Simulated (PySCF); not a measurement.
Where the electron goes

C5H6ClFO.
Cartesian coordinates in Å at the GFN2-xTB level; atoms count from 1:
```
atom  x, y, z in Å
C1    -1.9963    0.7448    1.0502
C2    -0.8509    0.8474    0.4049
C3    -0.4265   -0.0531   -0.7176
F4    -1.4413   -0.9162   -1.0744
C5     0.7924   -0.9093   -0.3343
C6     2.0499   -0.1091   -0.2870
O7     2.2130    1.0274   -0.5765
Cl8    3.4140   -1.0842    0.2785
H9    -2.2548    1.4156    1.8503
H10   -2.7227   -0.0076    0.7921
H11   -0.1174    1.6022    0.6486
H12   -0.1981    0.5389   -1.6148
H13    0.6248   -1.3911    0.6320
H14    0.9133   -1.7062   -1.0743
```

Method: PySCF, TDDFT CAM-B3LYP/def2-SVPD, vertical, gas phase, core orbitals frozen in the response.

Frontier orbitals with the atoms that hold most of them (Löwdin shares over 4%, at most four atoms; ? is withheld):

| orbital | ε (eV) | atoms |
| --- | --- | --- |
| HOMO-3 | -11.08 | Cl8 74%, O7 11%, C6 10% |
| HOMO-2 | -10.93 | Cl8 66%, C6 8%, C5 7%, F4 6% |
| HOMO-1 | -10.39 | O7 54%, Cl8 28%, C6 7%, C5 7% |
| HOMO | -9.45 | ? |
| LUMO | -0.29 | ? |
| LUMO+1 | 0.82 | C1 26%, C2 22%, C6 6%, C5 6% |
| LUMO+2 | 1.22 | Cl8 25%, C2 14%, C1 14%, C6 11% |

Question: Give the leading atoms of the LUMO.

Answer: C6 (bonded to C, Cl and O) 40%; O7 (bonded to C) 33%; Cl8 (bonded to C) 11%; C5 (bonded to 2 C and 2 H) 8%. By element: carbon 48% or more, oxygen 33%, chlorine 11%.

Question: Give the leading atoms of the HOMO.

Answer: C1 (bonded to C and 2 H) 37%; C2 (bonded to 2 C and H) 36%; C3 (bonded to 2 C, F and H) 7%; C5 (bonded to 2 C and 2 H) 4%.

Question: How does S1 compare with the orbital gap of 9.16 eV?

Answer: S1 is at 5.20 eV (f = 0.0000), 3.96 eV below the gap, made of HOMO-1→LUMO (94%). Its leading pair isn't HOMO and LUMO; the energies of that pair differ by 10.10 eV. 

Question: One configuration dominates each of S1 and S5. Which, and how do the shares of the two leading atoms of either orbital change from the occupied to the empty one?

Answer: 
- S1 (5.20 eV, f 0.0000), HOMO-1→LUMO (94%): O7 54% → 33%, Cl8 28% → 11%, C6 7% → 40%; low, almost dark, from the terminal oxygen into the C=O bond, the pattern of n→π*
- S5 (7.56 eV, f 0.353), HOMO→LUMO+1 (78%): C1 37% → 26%, C2 36% → 22%

Löwdin shares depend on the basis, the more so with diffuse functions.

One conformer stands for the species.
